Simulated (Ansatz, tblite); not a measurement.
Forces on the cluster Ge2Te3 at its B3LYP-D4/def2-SVP geometry. Charge 0, multiplicity 1.

In the def2 sets Te takes a core potential; there is no spin–orbit coupling. The xTB rows come from tblite. Another isomer (singlet) lies 0.08 eV lower at PBE0-D4/def2-TZVP; other spin states weren't run for this one.

GFN1-xTB (tblite), largest force 1.54 eV/Å:

```xyz
5
positions Å, forces eV/Å
Ge   -1.109   -1.251   -1.572    0.820    0.715    1.087
Ge    0.200    2.082    0.944   -0.027   -1.440   -0.540
Te    0.729   -2.103   -0.006   -0.726    0.819   -0.447
Te    1.559    0.010    1.588   -0.816    0.592   -0.619
Te   -1.379    1.262   -0.954    0.749   -0.686    0.519
```

GFN2-xTB (tblite), largest force 0.53 eV/Å:

```
Ge 0.250 0.299 0.361
Ge -0.055 -0.478 -0.226
Te -0.132 0.293 -0.030
Te -0.231 0.039 -0.221
Te 0.168 -0.153 0.116
```

PBE-D4/def2-TZVP (Ansatz), largest force 0.25 eV/Å:

```
Ge 0.055 0.039 0.070
Ge 0.004 -0.093 -0.030
Te -0.051 0.242 0.034
Te -0.164 -0.046 -0.183
Te 0.155 -0.142 0.108
```
